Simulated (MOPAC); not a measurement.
Input file for MOPAC: PM6 on H2OSSi (SMILES O[Si]S), a point of a torsion scan.

```
PM6 1SCF PRECISE CHARGE=0 THREADS=1
H2OSSi

O     -1.31385557 1     0.33548210 1    -0.49683307 1
Si    -0.05141230 1    -0.55664030 1    -0.97451847 1
S     -1.00785603 1    -2.12093669 1    -2.19381188 1
H     -2.09545854 1     0.12392293 1     0.00938251 1
H     -2.25616253 1    -1.67129531 1    -2.12817954 1
```

Program output:

```
*******************************************************************************
 **                                                                           **
 **                              MOPAC v23.2.5                                **
 **                                                                           **
 *******************************************************************************
 ** MOPAC's Digital Object Identifier: https://doi.org/10.5281/zenodo.6511958 **
 **                                                                           **
 ** Please cite the open-source release paper for use of this MOPAC version:  **
 ** J. E. Moussa and J. J. P. Stewart (2026)                                  **
 ** MOPAC: An open-source semiempirical molecular orbital program             **
 ** J. Open Source Softw., 11(119), 8025, https://doi.org/10.21105/joss.08025 **
 *******************************************************************************

                              PM6 CALCULATION RESULTS

 *******************************************************************************
 *  PM6        - The PM6 Hamiltonian to be used
 *
 *
 *
 *                 CHARGE ON SYSTEM = 0
 *
 *
 *
 *  PRECISE    - TIGHTER CRITERIA TO BE USED
 *  1SCF       - DO 1 SCF AND THEN STOP
 *  THREADS=1  - MULTI-THREADING NOT USED
 *  T=         - A TIME OF 172800.0 SECONDS REQUESTED
 *  DUMP=N     - RESTART FILE WRITTEN EVERY 7200.0 SECONDS REQUESTED
 *******************************************************************************
PM6 1SCF PRECISE CHARGE=0 THREADS=1
 H2OSSi

   ATOM   CHEMICAL          X               Y               Z
  NUMBER   SYMBOL      (ANGSTROMS)     (ANGSTROMS)     (ANGSTROMS)

     1       O         -1.31385557  *   0.33548210  *  -0.49683307  *
     2      Si         -0.05141230  *  -0.55664030  *  -0.97451847  *
     3       S         -1.00785603  *  -2.12093669  *  -2.19381188  *
     4       H         -2.09545854  *   0.12392293  *   0.00938251  *
     5       H         -2.25616253  *  -1.67129531  *  -2.12817954  *



          CARTESIAN COORDINATES

    NO.       ATOM           X           Y           Z

     1         O         -1.3139      0.3355     -0.4968
     2        Si         -0.0514     -0.5566     -0.9745
     3         S         -1.0079     -2.1209     -2.1938
     4         H         -2.0955      0.1239      0.0094
     5         H         -2.2562     -1.6713     -2.1282

 General Reference for PM6:
 "Optimization of Parameters for Semiempirical Methods V: Modification of NDDO Approximations
 and Application to 70 Elements", J. J. P. Stewart, J. Mol. Mod., 13, 1173-1213 (2007)
 URL: https://link.springer.com/article/10.1007/s00894-007-0233-4

           Empirical Formula: H2 O Si S  =     5 atoms



      MOLECULAR POINT GROUP   :   C1


      RHF CALCULATION, NO. OF DOUBLY OCCUPIED LEVELS = 9


 -------------------------------------------------------------------------------
 PM6 1SCF PRECISE CHARGE=0 THREADS=1
 H2OSSi



     1SCF WAS SPECIFIED, SO BFGS WAS NOT USED
     SCF FIELD WAS ACHIEVED


                              PM6 CALCULATION
                                                       MOPAC v23.2.5 Linux




          FINAL HEAT OF FORMATION =        -37.23991 KCAL/MOL =    -155.81178 KJ/MOL


          COSMO AREA              =        108.38 SQUARE ANGSTROMS
          COSMO VOLUME            =         97.42 CUBIC ANGSTROMS

          IONIZATION POTENTIAL    =          7.967619 EV
          HOMO LUMO ENERGIES (EV) =         -7.968 -1.039
          NO. OF FILLED LEVELS    =          9
          MOLECULAR WEIGHT        =         78.1607         POINT GROUP:  C1

          MOLECULAR DIMENSIONS (Angstroms)

            Atom       Atom       Distance
            H     4    S     3     3.32811
            H     5   Si     2     2.60810
            O     1    S     3     0.52038


          SCF CALCULATIONS        =          1





   ATOM   CHEMICAL          X               Y               Z
  NUMBER   SYMBOL      (ANGSTROMS)     (ANGSTROMS)     (ANGSTROMS)

     1       O         -1.31385557  *   0.33548210  *  -0.49683307  *
     2      Si         -0.05141230  *  -0.55664030  *  -0.97451847  *
     3       S         -1.00785603  *  -2.12093669  *  -2.19381188  *
     4       H         -2.09545854  *   0.12392293  *   0.00938251  *
     5       H         -2.25616253  *  -1.67129531  *  -2.12817954  *

                             CARTESIAN COORDINATES

   1    O       -1.313855570     0.335482100    -0.496833070
   2   Si       -0.051412300    -0.556640300    -0.974518470
   3    S       -1.007856030    -2.120936690    -2.193811880
   4    H       -2.095458540     0.123922930     0.009382510
   5    H       -2.256162530    -1.671295310    -2.128179540


           Empirical Formula: H2 O Si S  =     5 atoms



      MOLECULAR POINT GROUP   :   C1


                  EIGENVALUES
 -30.40644 -29.56292 -19.63390 -14.71703 -13.87087 -13.42648 -11.03377  -9.25010
  -7.96762  -1.03939  -0.63531  -0.36531   1.00671   1.28878   1.50689   1.78681
   2.00136   2.32572   2.45205   2.57799   2.70957   3.85591   4.03259   5.64379


              NET ATOMIC CHARGES AND DIPOLE CONTRIBUTIONS

  ATOM NO.   TYPE          CHARGE      No. of ELECS.   s-Pop       p-Pop       d-Pop
    1          O          -0.529474        6.5295     1.63248     4.89700
    2         Si           0.524786        3.4752     1.85428     1.06000     0.56094
    3          S          -0.539556        6.5396     1.91095     4.52492     0.10368
    4          H           0.342823        0.6572     0.65718
    5          H           0.201421        0.7986     0.79858
 DIPOLE           X         Y         Z       TOTAL
 POINT-CHG.     0.190     1.827     2.449     3.062
 HYBRID        -0.758    -0.913    -0.571     1.317
 SUM           -0.568     0.914     1.879     2.165


          ATOMIC ORBITAL ELECTRON POPULATIONS

     Atom    s        px        py        pz      x^2-y^2     xz        z^2       yz        xy
    1  O   1.63248   1.47534   1.75463   1.66703
    2 Si   1.85428   0.47241   0.29536   0.29223   0.11281   0.09277   0.07415   0.15904   0.12216
    3  S   1.91095   1.16047   1.62594   1.73851   0.03257   0.00299   0.02637   0.01314   0.02860
    4  H   0.65718
    5  H   0.79858

 **********************
 *                    *
 * JOB ENDED NORMALLY *
 *                    *
 **********************




 == MOPAC DONE ==
```

The run finished.

Cost: roughly 0.020 core-seconds.
